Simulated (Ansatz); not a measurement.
The same path of BH3O + BrH (7 atoms, charge 0, multiplicity 1) was run 3 times with different band settings. Lost on the way: Br6–H7. Made: B1–Br6, O2–H7.

Method: RKS PBE0/def2-SVP in Ansatz.

Relaxed end points:

```xyz
7
Properties=species:S:1:pos:R:3
B -0.113 -0.528 -0.030
O -0.479 0.217 1.038
H -1.164 -0.184 1.585
H 0.742 -0.067 -0.745
H -0.638 -1.601 -0.229
Br 0.697 3.254 1.956
H 0.202 1.964 1.564
```

```xyz
7
Properties=species:S:1:pos:R:3
B 0.015 0.351 0.062
O -0.184 -0.101 1.618
H -1.064 0.201 1.895
H 1.151 0.031 -0.197
H -0.890 -0.197 -0.521
Br -0.220 2.350 0.136
H 0.442 0.420 2.147
```

Common settings: movable images 9; start path through a guess of the saddle point; force threshold 0.05 eV/Å; iteration limit 60; end points relaxed.

| run | climbing image | spring | optimiser |
| --- | --- | --- | --- |
| 1 | yes | 5.0 eV/Å² | quadratic models (default) |
| 2 | yes | 50.0 eV/Å² | quadratic models (default) |
| 3 | from the first iteration | 5.0 eV/Å² | fire |

(1) What does each run give, and how far can it be trusted?

## Answers

(1) Run 1: converged after 16 iterations, highest image 0.773 eV above the first end. A vibrational analysis at the climbing image gives one clearly imaginary mode, 1007i cm⁻¹: a first-order saddle point.
Run 2: converged after 14 iterations, highest image 0.773 eV above the first end. Another band between the same ends (9 images) ends at a top of the same energy, where a vibrational analysis finds 1 clearly imaginary mode.
Run 3: converged after 41 iterations, highest image 0.773 eV above the first end. Another band between the same ends (9 images) ends at a top of the same energy, where a vibrational analysis finds 1 clearly imaginary mode.
The orbitals stay closed-shell, which can raise the energy where a bond breaks towards radicals; this wasn't checked here.
